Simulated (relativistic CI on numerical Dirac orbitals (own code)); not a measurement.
# Calculated levels, Lu⁵²⁺

These numbers are calculated, not measured: Dirac-Coulomb-Breit CI, separate exchange-only KLI orbitals for each configuration, model QED (radiative potential, 1s self-energy scaled to tabulated hydrogen-like ionisation energies), unscaled Slater integrals (own radial code, finite nucleus).

Configuration list (outside the closed core [Ne]): 3s2.3p6.3d, 3s2.3p5.3d2, 3s.3p6.3d2, 3s2.3p6.4s, 3s2.3p6.4p, 3s2.3p6.4d, 3s2.3p5.3d.4s, 3s2.3p6.4f, 3s2.3p5.3d.4p, 3s2.3p5.3d.4d, 3s.3p6.3d.4s, 3p6.3d2.4p, 3s2.3p5.3d.4f, 3s.3p6.3d.4p, 3s.3p6.3d.4d, 3s2.3p6.5s, 3s.3p6.3d.4f, 3s2.3p6.5p, 3s2.3p6.5d, 3s2.3p6.5f, 3s2.3p6.5g, 3p6.3d3, 3p5.3d4, 3p5.3d3.4s, 3p6.3d2.4s, 3p5.3d2.4s2, 3p6.3d2.4d, 3p5.3d3.4d, 3p5.3d2.4s.4d. Double excitations out of closed p, d and f shells are left out; levels of such configurations are missing from the list, as are those of other unlisted configurations, and high levels can miss mixing partners. These lack a partner that the ground configuration has and come out too high: 3s2.3p5.3d.4p, 3s2.3p5.3d.4f.

The lowest level is 3s2.3p6.3d 2D_3/2, with 100 % of that term; Hund's rules for 3s2.3p6.3d give 2D with J = 3/2, in agreement.

```csv
No.,Configuration,Term,J,E (eV),%,Landé g,jj configuration (%)
1,3s2.3p6.3d,2D,3/2,0.000,100,0.788,3d3/2 (100)
2,3s2.3p6.3d,2D,5/2,63.651,100,1.189,3d5/2 (100)
3,3s2.3p5.3d2,4D°,3/2,239.720,41,0.958,3p3/2^3 3d3/2^2 (98)
4,3s2.3p5.3d2,4D°,1/2,240.965,84,0.123,3p3/2^3 3d3/2^2 (93)
5,3s2.3p5.3d2,4F°,5/2,246.434,35,1.005,3p3/2^3 3d3/2^2 (97)
6,3s2.3p5.3d2,2G°,7/2,249.112,35,1.010,3p3/2^3 3d3/2^2 (99)
7,3s2.3p5.3d2,2P°,3/2,270.242,29,1.333,3p3/2^3 3d3/2^2 (95)
8,3s2.3p5.3d2,4D°,5/2,297.913,50,1.257,3p3/2^3 3d3/2 3d5/2 (99)
9,3s2.3p5.3d2,4G°,9/2,302.367,71,1.166,3p3/2^3 3d3/2 3d5/2 (100)
10,3s2.3p5.3d2,4F°,7/2,305.082,46,1.246,3p3/2^3 3d3/2 3d5/2 (96)
11,3s2.3p5.3d2,4D°,3/2,308.935,46,1.079,3p3/2^3 3d3/2 3d5/2 (95)
12,3s2.3p5.3d2,4P°,5/2,310.892,42,1.228,3p3/2^3 3d3/2 3d5/2 (98)
13,3s2.3p5.3d2,2H°,11/2,312.710,65,1.142,3p3/2^3 3d3/2 3d5/2 (97)
14,3s2.3p5.3d2,2G°,7/2,314.221,42,1.085,3p3/2^3 3d3/2 3d5/2 (99)
15,3s2.3p5.3d2,4P°,1/2,320.552,32,1.630,3p3/2^3 3d3/2 3d5/2 (99)
16,3s2.3p5.3d2,2F°,7/2,324.612,39,1.143,3p3/2^3 3d3/2 3d5/2 (97)
17,3s2.3p5.3d2,4D°,5/2,326.532,47,1.241,3p3/2^3 3d3/2 3d5/2 (99)
18,3s2.3p5.3d2,2G°,9/2,329.533,59,1.110,3p3/2^3 3d3/2 3d5/2 (97)
19,3s2.3p5.3d2,4S°,3/2,329.626,33,1.418,3p3/2^3 3d3/2 3d5/2 (98)
20,3s2.3p5.3d2,2D°,3/2,346.858,42,0.862,3p3/2^3 3d3/2 3d5/2 (94)
21,3s2.3p5.3d2,2F°,5/2,354.805,80,0.863,3p3/2^3 3d3/2 3d5/2 (94)
22,3s2.3p5.3d2,2P°,1/2,361.473,73,0.655,3p3/2^3 3d3/2 3d5/2 (89)
23,3s2.3p5.3d2,4G°,11/2,366.622,65,1.199,3p3/2^3 3d5/2^2 (97)
24,3s2.3p5.3d2,2D°,5/2,373.635,50,1.201,3p3/2^3 3d5/2^2 (99)
25,3s2.3p5.3d2,2G°,9/2,377.075,46,1.176,3p3/2^3 3d5/2^2 (97)
26,3s2.3p5.3d2,2F°,7/2,379.634,51,1.226,3p3/2^3 3d5/2^2 (98)
27,3s2.3p5.3d2,2P°,1/2,386.858,57,1.143,3p3/2^3 3d5/2^2 (97)
28,3s2.3p5.3d2,2F°,7/2,402.183,41,1.146,3p3/2^3 3d5/2^2 (94)
29,3s2.3p5.3d2,2P°,3/2,409.788,53,1.265,3p3/2^3 3d5/2^2 (99)
30,3s2.3p5.3d2,2D°,5/2,418.618,51,1.166,3p3/2^3 3d5/2^2 (92)
31,3s2.3p5.3d2,2P°,3/2,421.506,57,1.319,3p3/2^3 3d5/2^2 (93)
32,3s2.3p5.3d2,4G°,5/2,527.723,48,0.746,3p1/2 3p3/2^4 3d3/2^2 (98)
33,3s2.3p5.3d2,2P°,1/2,568.857,54,0.642,3p1/2 3p3/2^4 3d3/2^2 (96)
34,3s2.3p5.3d2,2D°,3/2,573.078,61,0.757,3p1/2 3p3/2^4 3d3/2^2 (92)
35,3s2.3p5.3d2,4G°,7/2,583.683,48,1.009,3p1/2 3p3/2^4 3d3/2 3d5/2 (100)
36,3s2.3p5.3d2,2D°,5/2,586.518,28,1.053,3p1/2 3p3/2^4 3d3/2 3d5/2 (99)
37,3s2.3p5.3d2,4D°,3/2,592.540,40,1.169,3p1/2 3p3/2^4 3d3/2 3d5/2 (96)
38,3s2.3p5.3d2,4P°,1/2,594.709,45,1.736,3p1/2 3p3/2^4 3d3/2 3d5/2 (100)
39,3s2.3p5.3d2,2H°,9/2,597.017,49,1.023,3p1/2 3p3/2^4 3d3/2 3d5/2 (98)
40,3s2.3p5.3d2,2F°,7/2,625.463,55,1.146,3p1/2 3p3/2^4 3d3/2 3d5/2 (92)
41,3s2.3p5.3d2,2D°,5/2,625.471,44,1.138,3p1/2 3p3/2^4 3d3/2 3d5/2 (97)
42,3s2.3p5.3d2,2P°,3/2,633.661,49,1.305,3p1/2 3p3/2^4 3d3/2 3d5/2 (97)
43,3s2.3p5.3d2,2F°,7/2,650.211,33,1.176,3p1/2 3p3/2^4 3d5/2^2 (93)
44,3s2.3p5.3d2,2G°,9/2,656.689,42,1.105,3p1/2 3p3/2^4 3d5/2^2 (98)
45,3s2.3p5.3d2,2P°,3/2,659.449,31,1.350,3p1/2 3p3/2^4 3d5/2^2 (99)
```

Energies count from the lowest computed level; ° marks odd parity. Filled j subshells are mostly left out of the jj labels.

The mean weight of the leading LS term, summed over parents, in these 45 levels is 51 %, and that of the leading jj configuration (from the same eigenvectors) 97 %, so jj coupling describes them better and the LS labels are nominal.

At this charge energies of transitions that change n are usually good to better than 1 %, and those within a shell (Δn = 0) to a few per cent.

LS names give the leading component of a level, which can be under half, so a name can repeat, a term be missing and a line seem to break the LS rules.
